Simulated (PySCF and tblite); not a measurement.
The numbers below are computed, except where a source is named.
C₅H₁₀O₂, numbered as in [CH3:1][CH:2]1[O:3][CH2:4][CH2:5][CH2:6][O:7]1.

Free energies: PBE0-D3(BJ)/def2-TZVP on PBE0-D3(BJ)/def2-SVP structures plus GFN2-xTB thermal terms, symmetry and mirror images included. Conformers within 4 kcal/mol (GFN2-xTB free energy) were kept, 5 at most. Codes: tblite and PySCF.

Rotational constants are equilibrium values for the commonest isotopes; dipoles come from the energy level named.

The 6-ring runs over atoms 2–3–4–5–6–7. Of a mirror pair one member is shown.

```
conformer                                                        shape   symmetry  weight %
        1                   6-ring chair (all substituents equatorial)         Cs     100.0
        2                                      6-ring chair (C1 axial)         Cs       0.0
        3  6-ring twist-boat (ring torsions -66, 36, 26, -69, 42, 26°)  C1 (pair)       0.0
```

Sets of constants, in random order:

```json
{"set": "P", "A (MHz)": "4661", "B (MHz)": "2552", "C (MHz)": "1938", "abs μa (D)": "0.87", "abs μb (D)": "0.06", "abs μc (D)": "0.25"}
{"set": "Q", "A (MHz)": "3920", "B (MHz)": "2842", "C (MHz)": "2127", "abs μa (D)": "0.70", "abs μb (D)": "0.00", "abs μc (D)": "1.69"}
{"set": "R", "A (MHz)": "4709", "B (MHz)": "2529", "C (MHz)": "1802", "abs μa (D)": "1.34", "abs μb (D)": "0.00", "abs μc (D)": "1.00"}
```

Match each set to its conformer.

P is conformer 3, Q is conformer 2, R is conformer 1.
